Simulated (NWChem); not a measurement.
Total energies of GaO

SMILES: [O]=[Ga]
```xyz
2

Ga     0.0000     0.0000     0.3512
O      0.0000     0.0000    -1.3608
```
Charge 0, spin multiplicity 2.

Everything below was run with NWChem. The geometry was optimised at UPBE/def2-SVP, a minimum by its harmonic frequencies.

Basis set: def2-TZVP (79 functions).

```csv
method,total energy (Ha),relative cost
UHF,-1998.09994,1
UMP2,-1998.50348,under 3
UB2PLYP,-1999.64970,under 3
UPBE,-1999.70113,under 3
UB3LYP,-2000.11334,under 3
ULC-wPBE (omega 0.3 per bohr),-1999.72787,5
```

Total energies of different functionals aren't comparable as a measure of quality: only differences taken within one method are. Relative cost: rough, from shared machines, SCF included, UHF = 1.

The Hamiltonian is non-relativistic. The correlated methods keep 10 core orbitals frozen. B3LYP has NWChem's definition, with VWN1-RPA local correlation. GW and range-separated runs recompute their integrals, the others keep them in memory, which bears on the times. The structure started from a generated list of species. The unpaired electrons of the parent sit in orbitals of symmetry a1 (C2v labels of the run); other states weren't searched. The stability of the SCF solutions was not checked. Open-shell Hartree-Fock references start from PBE0 orbitals; any time given for them includes that run.
